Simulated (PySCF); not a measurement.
# Computed records: AlClH

Computed with PySCF 2.14.0. Calculation on a computer-drawn molecule: vertical ionisation energy to the stated ion spin, frozen-core CCSD(T) at the basis limit and cheaper methods, single-reference cases, UHF for radicals, no spin-orbit; all values are single points at the evaluated structure, the first of each entry, which is the reference or a displaced copy of it and isn't optimised; the reference structure only sets the zero of the energies above reference; triples share is (T) over the correlation energy.

Common to all runs: charge 0; multiplicity 2; ion multiplicity 1; diffuse functions no; basis cc-pV(n+d)Z; reference is the Hartree-Fock double-zeta minimum; best is HF at quadruple zeta + MP2 correlation extrapolated from triple and quadruple zeta + CCSD(T) minus MP2 at triple zeta; basis step is the size of the change from the same recipe one zeta lower.

(1) 
```xyz
3
formula=AlClH ionisation_energy_best=8.307 ionisation_energy_basis_step=0.04421 energy_above_reference_best=0 energy_above_reference_basis_step=0 total_energy_HF_triple_zeta=-702.0676 total_energy_CCSD(T)_triple_zeta=-702.3505 total_energy_best=-702.3984 T1_diagnostic_at_triple_zeta=0.01323 D1_diagnostic_at_triple_zeta=0.03838 spin_squared_at_triple_zeta=0.7565 ion_T1_diagnostic_at_triple_zeta=0.01662 ion_D1_diagnostic_at_triple_zeta=0.04257 triples_share_at_triple_zeta=0.03764 basis_functions_triple_zeta=92 dipole_magnitude_HF_at_triple_zeta=1.825 dipole_magnitude_CCSD_unrelaxed_at_triple_zeta=1.617 dipole_magnitude_PBE_at_triple_zeta=1.458 dipole_magnitude_r2SCAN_at_triple_zeta=1.544 dipole_magnitude_B3LYP_at_triple_zeta=1.635 dipole_magnitude_wB97X_at_triple_zeta=1.665
Al    -0.8144     1.2443     0.6852
Cl    -2.0581     2.5107     1.8654
H      0.6614     1.7676     0.4309
```

Units: ionisation_energy_best, ionisation_energy_basis_step in eV; energy_above_reference_best, energy_above_reference_basis_step in kcal/mol; total_energy_HF_triple_zeta, total_energy_CCSD(T)_triple_zeta, total_energy_best in hartree; dipole_magnitude_HF_at_triple_zeta, dipole_magnitude_CCSD_unrelaxed_at_triple_zeta, dipole_magnitude_PBE_at_triple_zeta, dipole_magnitude_r2SCAN_at_triple_zeta, dipole_magnitude_B3LYP_at_triple_zeta, dipole_magnitude_wB97X_at_triple_zeta in debye.

Reference structure:
```xyz
3
AlClH
Al    -0.8144     1.2443     0.6852
Cl    -2.0581     2.5107     1.8654
H      0.6614     1.7676     0.4309
```

Drawn bonds:
```
atom  other atom  order
   1           2      1
   1           3      1
```

Triple zeta:
```
 method  ionisation energy (eV)  energy above reference (kcal/mol)
     HF                   8.211                                  0
    PBE                   8.259                                  0
 r2SCAN                    8.44                                  0
  B3LYP                   8.393                                  0
  wB97X                   8.334                                  0
    MP2                   8.243                                  0
   CCSD                   8.271                                  0
CCSD(T)                    8.25                                  0
```

(2) 
```xyz
3
formula=AlClH
Al    -0.7963     1.2639     0.7047
Cl    -2.0729     2.5301     1.8983
H      0.7647     1.8003     0.4268
```

Reference structure:
```xyz
3
AlClH
Al    -0.8144     1.2443     0.6852
Cl    -2.0581     2.5107     1.8654
H      0.6614     1.7676     0.4309
```

Drawn bonds:
```
atom  other atom  order
   1           2      1
   1           3      1
```

(3) 
```xyz
3
formula=AlClH
Al    -0.8200     1.2735     0.6101
Cl    -2.1142     2.4586     1.8577
H      0.6336     1.8613     0.4951
```

Reference structure:
```xyz
3
AlClH
Al    -0.8144     1.2443     0.6852
Cl    -2.0581     2.5107     1.8654
H      0.6614     1.7676     0.4309
```

Drawn bonds:
```
atom  other atom  order
   1           2      1
   1           3      1
```

## Withheld values
1. AlClH (entry 2): ion D1 diagnostic at triple zeta?
2. Give the missing total energy CCSD(T) triple zeta for AlClH (entry 3).
3. Estimate the dipole magnitude wB97X at triple zeta of AlClH (entry 3).

## Answers
1. 0.0441
2. -702.3500 hartree
3. 1.879 debye

Further results for AlClH (entry 2):

- ionisation energy best: 8.358 eV
- ionisation energy basis step: 0.04595 eV
- energy above reference best: 1.113 kcal/mol
- energy above reference basis step: 0.103 kcal/mol
- total energy HF triple zeta: -702.0654 hartree
- total energy CCSD(T) triple zeta: -702.3489 hartree
- total energy best: -702.3966 hartree
- T1 diagnostic at triple zeta: 0.01389
- D1 diagnostic at triple zeta: 0.0401
- spin squared at triple zeta: 0.7593
- ion T1 diagnostic at triple zeta: 0.01725
- triples share at triple zeta: 0.03798
- basis functions triple zeta: 92
- dipole magnitude HF at triple zeta: 1.88 debye
- dipole magnitude CCSD unrelaxed at triple zeta: 1.67 debye
- dipole magnitude PBE at triple zeta: 1.511 debye
- dipole magnitude r2SCAN at triple zeta: 1.594 debye
- dipole magnitude B3LYP at triple zeta: 1.69 debye
- dipole magnitude wB97X at triple zeta: 1.719 debye

Triple zeta:
```
 method  ionisation energy (eV)  energy above reference (kcal/mol)
     HF                   8.278                               1.38
    PBE                   8.314                             0.4243
 r2SCAN                   8.498                             0.9255
  B3LYP                   8.454                             0.8231
  wB97X                   8.405                              1.086
    MP2                   8.298                              1.328
   CCSD                   8.323                              1.062
CCSD(T)                   8.301                             0.9863
```

Further results for AlClH (entry 3):

* ionisation energy best: 8.404 eV
* ionisation energy basis step: 0.04565 eV
* energy above reference best: 0.3369 kcal/mol
* energy above reference basis step: 0.07269 kcal/mol
* total energy HF triple zeta: -702.0671 hartree
* total energy best: -702.3979 hartree
* T1 diagnostic at triple zeta: 0.01336
* D1 diagnostic at triple zeta: 0.03918
* spin squared at triple zeta: 0.7564
* ion T1 diagnostic at triple zeta: 0.01737
* ion D1 diagnostic at triple zeta: 0.045
* triples share at triple zeta: 0.03771
* basis functions triple zeta: 92
* dipole magnitude HF at triple zeta: 2.063 debye
* dipole magnitude CCSD unrelaxed at triple zeta: 1.832 debye
* dipole magnitude PBE at triple zeta: 1.65 debye
* dipole magnitude r2SCAN at triple zeta: 1.751 debye
* dipole magnitude B3LYP at triple zeta: 1.84 debye

Triple zeta:
```
 method  ionisation energy (eV)  energy above reference (kcal/mol)
     HF                   8.324                             0.3059
    PBE                   8.347                             0.2615
 r2SCAN                   8.534                             0.3238
  B3LYP                   8.488                             0.2394
  wB97X                   8.436                             0.3388
    MP2                   8.344                             0.2979
   CCSD                   8.371                             0.3287
CCSD(T)                   8.347                             0.3165
```
